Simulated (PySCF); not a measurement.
## State search for Be₂⁺

Unrestricted PBE0; Be aug-pcseg-1; no relativity (PySCF 2.14). Outer shells of the fragments: Be+ 2s1; Be 2s2.

Followed along the bond (rough minima from three points):

```csv
2Ms+1,unpaired,⟨S²⟩ at the start,R at minimum (Å),Te (eV)
2,σ ↑,0.78,2.21,0.00
2,π ↑,0.75,none in the scan,≤ 1.41
4,"σ ↑↑, π ↑",3.75,none in the scan,≤ 3.81
```

Solutions found at the starting distance of 2.020 Å, counted from the lowest of them; the search is not exhaustive and high or unbound solutions are not listed, so other states can lie among these:

```
2Ms+1   unpaired   term  E (eV)  ⟨S²⟩  ⟨Lz²⟩
    2        σ ↑    ²Σ⁺    0.00  0.78   0.00
    2        π ↑     ²Π    1.37  0.75   1.00
    4  σ ↑↑, π ↑     ⁴Π    4.00  3.75   1.00
    4      σ ↑↑↑    ⁴Σ⁺    4.31  3.75   0.00
    4  σ ↑, π ↑↑    ⁴Σ⁻    4.89  3.75   0.00
    2  σ ↑↑, π ↓  mixed    5.29  1.75   1.00
    4  σ ↑, π ↑↑  mixed    7.55  3.75   2.00
```

A term symbol is given only where ⟨S²⟩ and ⟨Lz²⟩ are close to those of a pure state; real π, δ and φ orbitals otherwise mix terms, and g/u labels are left off.

Counting both spins, an empty level lies below a filled one in some of these solutions, because spin and occupation are held.
